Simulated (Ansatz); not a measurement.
The first iterations of a band of BCl2H2N + H2 (8 atoms, charge 0, multiplicity 1).

Level of theory: Ansatz 0.2.0, RKS PBE-D4/6-31G*.

```yaml
movable_images: 7
climbing_image: yes
spring: 5.0 eV/Å²
optimiser: quadratic models (default)
start_path: through a guess of the saddle point
force_threshold: 0.05 eV/Å
iteration_limit: 60
end_points: relaxed
```

First end point:

```xyz
8
Properties=species:S:1:pos:R:3
B 0.100 -0.703 0.158
N 0.018 -0.274 1.487
H -0.856 -0.278 2.009
H 0.830 0.052 2.006
Cl 1.661 -0.675 -0.691
Cl -1.360 -1.266 -0.686
H -0.665 3.166 1.254
H -0.519 2.431 1.194
```

Last end point:

```xyz
8
Properties=species:S:1:pos:R:3
B -0.019 0.445 0.055
N -0.169 0.331 1.683
H -0.293 -0.657 1.952
H 0.673 0.690 2.154
Cl 1.497 -0.552 -0.321
Cl -1.598 -0.277 -0.591
H 0.109 1.615 -0.214
H -0.991 0.859 2.012
```

| iteration | highest image above the first end (eV) | largest band force component (eV/Å) |
| --- | --- | --- |
| 1 | 3.958 | 7.418 |
| 2 | 2.724 | 2.664 |
| 3 | 2.654 | 12.208 |
| 4 | 2.205 | 3.970 |
| 5 | 1.558 | 2.092 |

Q: Does the band converge within its limit, and where does its top end?

A: The forces met the threshold. It ended after 16 iterations with the highest image 1.746 eV above the first end. The profile has 2 maxima (images 4, 6) with wells between them (image 5): this band takes more than one step, which may be the mechanism or a detour left from its start path. Neighbouring images differ by up to 1.7 eV, so the band resolves the path poorly. A vibrational analysis at the climbing image gives one clearly imaginary mode, 1315i cm⁻¹: a first-order saddle point. The orbitals stay closed-shell, which can raise the energy where a bond breaks towards radicals; this wasn't checked here.

Run time: 3.7 min on 1 thread of Intel(R) Xeon(R) Platinum 8488C (Sapphire Rapids), with other jobs on the host, peak memory 0.12 GiB.
